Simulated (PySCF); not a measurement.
A side-by-side comparison of computed properties.

First species: C5H8O2Si2.
InChI=1S/C5H8O2Si2/c1-2-9-4-5(3-6)8-7-9/h1,4,6,9H,3,8H2/t9-/m0/s1

Second species: C2H12OSSi3.
SMILES: `C(C[SiH3])[Si@H]([SiH2]S)O`

Levels: PBE0/pcSseg-1 for HOMO energy, LUMO energy and HOMO–LUMO gap. Geometries: GFN2-xTB. Each structure is a single optimised conformer of the isolated species, non-relativistic unless stated. Electronic properties by PySCF.

Dipoles, sizes and rotational constants follow the conformer. The torsions of the flexible species, by atom-mapped SMILES:
- `[CH:1]#[C:2][Si@H:3]1[CH:4]=[C:5]([CH2:6][OH:7])[SiH2:8][O:9]1`: C4–C5–C6–O7 158°, H–O7–C6–C5 -62°

The conformers of `O[Si@H](CC[SiH3])[SiH2]S` aren't listed.

```tsv
property	column X	column Y
HOMO energy	-7.08 eV	-7.84 eV
LUMO energy	-0.62 eV	-0.94 eV
HOMO–LUMO gap	6.46 eV	6.90 eV
```

(1) Which column belongs to which species?

(2) How does each property change from the first species to the second?

Results:

(1) Column X is the second species and column Y the first. The first has 17 atoms and 82 electrons, the second 19 and 90.

(2) HOMO energy +0.76 eV; LUMO energy +0.32 eV; HOMO–LUMO gap -0.44 eV.

